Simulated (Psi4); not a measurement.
F$_{2}$Sn (SMILES [F][Sn][F]), singlet, at a GFN2-xTB geometry (such geometries of metal compounds can be far from the true shape) (core potentials on Sn); Psi4 1.11 with PBE0/def2-TZVP.

Input for Psi4:
```
memory 2 GB

molecule {
0 1
Sn    0.01449829   -0.00777246    0.34340333
F     0.74067978    1.44200224   -0.95472046
F    -0.82122585   -1.39882190   -0.95307583
}

set {
  basis def2-tzvp
}

energy('pbe0')
print_variables()
```

The log (banner, timings and long lists left out):

```
   => Loading Basis Set <=

    Name: DEF2-TZVP
    Role: ORBITAL
    Keyword: BASIS

    !!!  WARNING: ECP capability is in beta. Please check occupations closely.  !!!

         ---------------------------------------------------------
                                   SCF
               by Justin Turney, Rob Parrish, Andy Simmonett
                          and Daniel G. A. Smith
                              RKS Reference
         ---------------------------------------------------------

  ==> Geometry <==

    Molecular point group: cs
    Full point group: Cs

    Geometry (in Angstrom), charge = 0, multiplicity = 1:

       Center              X                  Y                   Z               Mass
    ------------   -----------------  -----------------  -----------------  -----------------
         SN          -0.000158734979    -0.312540483550     0.000000000000   119.902201630000
         F           -1.620442572200     0.987071727144     0.000000000000    18.998403162730
         F            1.621444376049     0.985425211421     0.000000000000    18.998403162730

  Running in cs symmetry.

  Rotational constants: A =      0.34636  B =      0.16885  C =      0.11351 [cm^-1]
  Rotational constants: A =  10383.53100  B =   5062.14116  C =   3403.08270 [MHz]
  Nuclear repulsion =  114.109972606669515

  Charge       = 0
  Multiplicity = 1
  Electrons    = 40
  Nalpha       = 20
  Nbeta        = 20

  ==> Algorithm <==

  SCF Algorithm Type is DF.
  DIIS enabled.
  MOM disabled.
  Fractional occupation disabled.
  Guess Type is SAD.
  Energy threshold   = 1.00e-06
  Density threshold  = 1.00e-06
  Integral threshold = 1.00e-12

  ==> Primary Basis <==

  Basis Set: DEF2-TZVP
    Blend: DEF2-TZVP
    Number of shells: 38
    Number of basis functions: 112
    Number of Cartesian functions: 131
    Spherical Harmonics?: true
    Max angular momentum: 3

  Core potential: DEF2-TZVP
    Number of shells: 4
    Number of ECP primitives: 18
    Number of ECP core electrons: 28
    Max angular momentum: 3

  ==> DFT Potential <==

   => LibXC <=

    Version 7.1.2
    S. Lehtola, C. Steigemann, M. J. T. Oliveira, and M. A. L. Marques,  SoftwareX 7, 1–5 (2018) (10.1016/j.softx.2017.11.002)

   => Composite Functional: PBE0 <=

    PBE0 Hyb-GGA Exchange-Correlation Functional

    C. Adamo and V. Barone,  J. Chem. Phys. 110, 6158 (1999) (10.1063/1.478522)
    M. Ernzerhof and G. E. Scuseria,  J. Chem. Phys. 110, 5029 (1999) (10.1063/1.478401)

[...]
   @DF-RKS iter   4:  -413.96979644391018   -1.90825e-02   5.22729e-04 ADIIS/DIIS
   @DF-RKS iter   5:  -413.97018955041165   -3.93107e-04   1.80323e-04 ADIIS/DIIS
   @DF-RKS iter   6:  -413.97026900199671   -7.94516e-05   5.52725e-05 DIIS
   @DF-RKS iter   7:  -413.97027408729224   -5.08530e-06   3.16717e-05 DIIS
   @DF-RKS iter   8:  -413.97027631062133   -2.22333e-06   4.49273e-06 DIIS
   @DF-RKS iter   9:  -413.97027635445897   -4.38376e-08   8.13864e-07 DIIS
  Energy and wave function converged.

  ==> Post-Iterations <==

   Electrons on quadrature grid:
      Ntotal   =   40.0000509804 ; deviation = 5.098e-05

    Orbital Energies [Eh]
    ---------------------

    Doubly Occupied:

[...]
    Virtual:

[...]
    Final Occupation by Irrep:
             Ap   App
    DOCC [    15,    5 ]
    NA   [    15,    5 ]
    NB   [    15,    5 ]

  @DF-RKS Final Energy:  -413.97027635445897

   => Energetics <=

    Nuclear Repulsion Energy =            114.1099726066695155
    One-Electron Energy =                -883.8394891092343642
    Two-Electron Energy =                 385.2694697804463999
    DFT Exchange-Correlation Energy =     -29.5102296323405469
    Empirical Dispersion Energy =           0.0000000000000000
    VV10 Nonlocal Energy =                  0.0000000000000000
    Total Energy =                       -413.9702763544589743

Computation Completed

Properties will be evaluated at   0.000000,   0.000000,   0.000000 [a0]

Properties computed using the SCF density matrix

 Multipole Moments:

 ------------------------------------------------------------------------------------
     Multipole            Electronic (a.u.)      Nuclear  (a.u.)        Total (a.u.)
 ------------------------------------------------------------------------------------

 L = 1.  Multiply by 2.5417464519 to convert [e a0] to [Debye]
 Dipole X            :         -0.0113312            0.0104390           -0.0008922
 Dipole Y            :        -22.3100705           20.5537608           -1.7563097
 Dipole Z            :          0.0000000            0.0000000            0.0000000
 Magnitude           :                                                    1.7563100

 ------------------------------------------------------------------------------------

  Variable Map:
  ----------------------------------------------------------------------------
[...]
  Array Variable Map:
  ----------------------------------------------------------------------------
[...]
[...]
```
